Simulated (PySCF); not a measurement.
Radial density of Pt⁵⁵⁺ (platinum, charge +55)

UHF, [Ar] 3d5, high-spin 6S determinant. Computed with PySCF 2.14 in an even-tempered Gaussian basis (17 s from 14 bohr⁻², ratio 2.5; 13 p from 18 bohr⁻², ratio 2.5; 7 d from 18 bohr⁻², ratio 2.5; 4 f from 68 bohr⁻², ratio 2.7; 3 g from 100 bohr⁻², ratio 2.7), with the spin-free X2C one-electron Hamiltonian (Gaussian nucleus).

| r (bohr) | 4πr²ρ (e/bohr) | 4πr²(ρα − ρβ) |
| --- | --- | --- |
| 0.0144 | 105.1 | 0.0156 |
| 0.0242 | 94.45 | 0.2436 |
| 0.0407 | 129.2 | 2.2787 |
| 0.0684 | 117.8 | 12.8265 |
| 0.115 | 81.19 | 32.4981 |
| 0.194 | 72.80 | 22.2128 |
| 0.326 | 6.209 | 1.6941 |
| 0.548 | 0.02258 | 0.0072 |

Densities and radii are taken from the X2C orbitals without a picture-change correction, which distorts them close to the nucleus.

Spin-orbit coupling, which splits the p, d and f shells strongly at this Z, is absent. Spin-orbit coupling is strong in this species (close to jj coupling), so the high-spin LS determinant is a model state, not a physical level.
